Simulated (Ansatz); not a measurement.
Cu(PH3)Me (CH6CuP). Total charge 0; triplet. Geometry r2SCAN-D4/def2-TZVP, that of the neutral singlet; atoms count from 1.

| atom | x (Å) | y (Å) | z (Å) |
| --- | --- | --- | --- |
| Cu1 | 0.141 | -0.038 | 0.162 |
| P2 | -1.306 | 0.376 | -1.402 |
| H3 | -2.605 | -0.176 | -1.331 |
| H4 | -1.026 | -0.003 | -2.735 |
| H5 | -1.695 | 1.707 | -1.676 |
| C6 | 1.423 | -0.408 | 1.532 |
| H7 | 2.398 | 0.030 | 1.293 |
| H8 | 1.567 | -1.487 | 1.660 |
| H9 | 1.103 | 0.000 | 2.497 |

At PBE0-D4/def2-TZVP a singlet of charge 0 lies 4.04 eV below the triplet at the same geometry.

(1) Estimate the Mulliken populations from the PBE0/def2-TZVP orbitals of Ansatz.

(2) Where does the spin sit?

(3) And the Mayer bond orders between heavy atoms (over 0.3)?

Answers

(1) 
```tsv
atom	charge (e)	spin (α − β)	d electrons
Cu1	0.07	1.09	9.47
P2	-0.21	0.41	–
H3	0.04	0.12	–
H4	0.10	-0.01	–
H5	0.04	0.12	–
C6	-0.47	0.30	–
H7	0.14	-0.01	–
H8	0.14	0.00	–
H9	0.14	-0.01	–
```
Mulliken values depend strongly on the basis.

(2) Summed by element: Cu 1.09, P 0.41, H 0.21, C 0.30, of 2 unpaired in all. Largest on single atoms: Cu1 1.09, P2 0.41, C6 0.30.

(3) Cu1–P2 1.15 (2.17 Å); Cu1–C6 0.87 (1.91 Å).
